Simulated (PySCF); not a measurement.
CBr, SMILES Br[C] (connectivity only; charge and spin as stated), neutral, multiplicity 2. Atoms are numbered in the order given.

```xyz
2

C      0.0000     0.0000    -1.5625
Br     0.0000     0.0000     0.2679
```
Charge 0, spin multiplicity 2.

Geometry optimised at B3LYP-D3(BJ)/def2-TZVPD.

Computed with PBE/def2-TZVPD in PySCF.

Mulliken values depend strongly on the basis, most of all with diffuse functions as here. Atomic charges (e):

```tsv
atom	meta-Löwdin	Mulliken	Mulliken spin
C1	?	-0.05	0.91
Br2	?	0.05	0.09
```

Problem. Some entries are withheld; supply them. (An estimate is asked for; the answer gives what the named calculation found.)

Solution. 
- C1, meta-Löwdin: -0.22
- Br2, meta-Löwdin: 0.22
